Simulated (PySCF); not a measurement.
## Dipole moment and polarisability of `C#Cc1ccoc1C(=O)Cl`

C₇H₃ClO₂.
SMILES with atom numbers: `[CH:1]#[C:2][c:3]1[cH:4][cH:5][o:6][c:7]1[C:8](=[O:9])[Cl:10]` (hydrogens: H11 on C1; H12 on C4; H13 on C5)

Geometry (GFN2-xTB, Å), atoms numbered from 1 in this order:
```
atom  x, y, z in Å
C1    -1.556    2.449   -0.389
C2    -1.058    1.368   -0.227
C3    -0.519    0.088   -0.039
C4    -1.223   -1.136    0.075
C5    -0.270   -2.098    0.244
O6     0.955   -1.579    0.245
C7     0.830   -0.244    0.074
C8     1.971    0.628    0.026
O9     1.978    1.811   -0.122
Cl10   3.493   -0.264    0.220
H11   -1.965    3.404   -0.531
H12   -2.285   -1.266    0.035
H13   -0.354   -3.160    0.371
```

Level: wB97X-D/def2-SVPD (PySCF), static field, nuclei fixed, core orbitals frozen in the response. The polarisability tensor in these axes (au):

```
x   129.88 -10.26   5.12
y   -10.26 123.48  -8.69
z     5.12  -8.69  59.50
```

**Question.** Diagonalise the tensor; give its mean and Δα, where Δα² is half the sum of the squared differences of the eigenvalues.

**Answer.** Principal values 58.14, 116.19 and 138.53 au; mean 104.29 au = 15.45 Å³ = 17.19 × 10⁻⁴⁰ C²·m²/J; Δα = 71.87 au (69 % of the mean).

**Question.** What is the dipole moment, and where does it point?

**Answer.** (-3.67, -2.35, 0.10) D, 4.36 D in size, pointing from the negative to the positive side. Measured along this direction, the outermost atoms are Cl10 at the negative end and H12 at the positive end.

**Question.** Form Σ f/ω² (atomic units) for the 8 lowest TDDFT singlets, given as eV and f, and set it beside the mean polarisability, which is this sum over all singlets: 4.39, 0.0001; 4.60, 0.3094; 5.11, 0.0000; 5.31, 0.1608; 5.88, 0.0003; 6.20, 0.0199; 6.47, 0.0001; 6.56, 0.1010.

**Answer.** They add up to 17.18 au, 16.5 % of the 104.29 au; the largest single term is 10.83 au, from the state at 4.60 eV. Terms in order: 0.00, 10.83, 0.00, 4.22, 0.01, 0.38, 0.00, 1.74 au. Higher excitations give the rest. The strengths listed sum to 0.592.

**Question.** Rayleigh depolarisation ratio (linearly polarised light, static tensor)?

**Answer.** ρ = 3Δα²/(45ᾱ² + 4Δα²) = 15496.1/(489416 + 20661.5) = 0.0304.

**Question.** What would n − 1 = 2πNα be for an ideal gas of these molecules at 400 K and 1 atm, electronic part alone?

**Answer.** N = p/kT = 1.8347 × 10¹⁹ cm⁻³, so n − 1 = 2π × N × 15.45 × 10⁻²⁴ cm³ = 1782 × 10⁻⁶ at long wavelengths.

Geometry: GFN2-xTB, one conformer, isolated molecule.
